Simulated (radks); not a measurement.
Results of a calculation; reference values are marked as such.
Mo III, configuration [Kr] 4d3 7f1 (not the ground configuration). Level of theory: Dirac Kohn-Sham, BLYP, spin-unpolarised, spherical densities, point nucleus; open shells are shared between the two j in proportion to 2j + 1 (a radial shooting solver on a logarithmic mesh with Libxc functionals).

Normalised radial functions P(r) = r R(r) (large component), r in bohr:

| r | 4d3/2 | 7f5/2 |
|---|---|---|
| 0.005573 | 0.0001 | 0.0000 |
| 0.007861 | 0.0003 | 0.0000 |
| 0.01109 | 0.0007 | 0.0000 |
| 0.01564 | 0.0019 | 0.0000 |
| 0.02189 | 0.0046 | 0.0000 |
| 0.03088 | 0.0111 | 0.0000 |
| 0.04355 | 0.0258 | 0.0000 |
| 0.06143 | 0.0568 | 0.0001 |
| 0.08666 | 0.1150 | 0.0002 |
| 0.1213 | 0.2057 | 0.0007 |
| 0.1711 | 0.3204 | 0.0018 |
| 0.2413 | 0.4011 | 0.0045 |
| 0.3403 | 0.3504 | 0.0100 |
| 0.4763 | 0.1018 | 0.0199 |
| 0.6718 | -0.3127 | 0.0367 |
| 0.9476 | -0.7009 | 0.0620 |
| 1.337 | -0.8413 | 0.0950 |
| 1.871 | -0.6881 | 0.1282 |
| 2.639 | -0.3847 | 0.1366 |
| 3.722 | -0.1328 | 0.0603 |
| 5.25 | -0.0219 | -0.1087 |
| 7.346 | -0.0017 | -0.1442 |
| 10.36 | 0.0000 | 0.1363 |
| 14.62 | 0.0000 | 0.0925 |
| 20.62 | 0.0000 | -0.3270 |
| 28.85 | 0.0000 | -0.1138 |
| 40.7 | 0.0000 | -0.0048 |
| 57.41 | 0.0000 | 0.0000 |

4d3/2: eigenvalue -31.015 eV, 1 radial node at r = 0.523 bohr, <r> = 1.61 bohr, 90 % of the charge inside 2.50 bohr. 7f5/2: eigenvalue -2.545 eV, 3 radial nodes at r = 4.26, 8.94, 15.8 bohr, <r> = 19.1 bohr, 90 % of the charge inside 25.9 bohr.
